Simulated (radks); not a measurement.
Values are calculated unless marked as measured or tabulated.
Ionisation of Sn+, [Kr] 4d10 5s2 5p1, to Sn2+, [Kr] 4d10 5s2, under several functionals. Scalar-relativistic Kohn-Sham, spin-polarised, spherical densities, finite nucleus; open shells are filled with parallel spins first (spin-orbit coupling, left out, can overturn this in heavy ions); a radial shooting solver on a logarithmic mesh with Libxc functionals.

PBEsol: E(Sn+) (hartree) -6174.04640; Exc (hartree) -161.78939; IE (eV) 14.192; -e(HOMO) (eV) 10.662; <r> HOMO (bohr) 2.876; IE error (eV) -0.441
revPBE: E(Sn+) (hartree) -6177.03409; Exc (hartree) -164.81015; IE (eV) 14.067; -e(HOMO) (eV) 10.562; <r> HOMO (bohr) 2.894; IE error (eV) -0.566
LDA (Slater exchange, Perdew-Wang correlation): E(Sn+) (hartree) -6171.45194; Exc (hartree) -159.17275; IE (eV) 14.423; -e(HOMO) (eV) 10.807; <r> HOMO (bohr) 2.867; IE error (eV) -0.210
MS2 meta-GGA: E(Sn+) (hartree) -6176.69715; Exc (hartree) -164.33616; IE (eV) 14.115; -e(HOMO) (eV) 10.620; <r> HOMO (bohr) 2.891; IE error (eV) -0.518
exchange-only PBE: E(Sn+) (hartree) -6174.18220; Exc (hartree) -161.90919; IE (eV) 13.495; -e(HOMO) (eV) 9.968; <r> HOMO (bohr) 2.961; IE error (eV) -1.138
exchange-only r2SCAN: E(Sn+) (hartree) -6175.00806; Exc (hartree) -162.47165; IE (eV) 13.289; -e(HOMO) (eV) 10.023; <r> HOMO (bohr) 2.919; IE error (eV) -1.344

NIST Atomic Spectra Database: 14.633 eV (measured). Closest: LDA (Slater exchange, Perdew-Wang correlation). The Delta-SCF values span 1.13 eV, the total energies 5.58 hartree. The highest occupied level is 5p. Open shells are spherical and high-spin; term and fine-structure splittings are not resolved. Spin-orbit splitting is averaged out at the scalar-relativistic level.
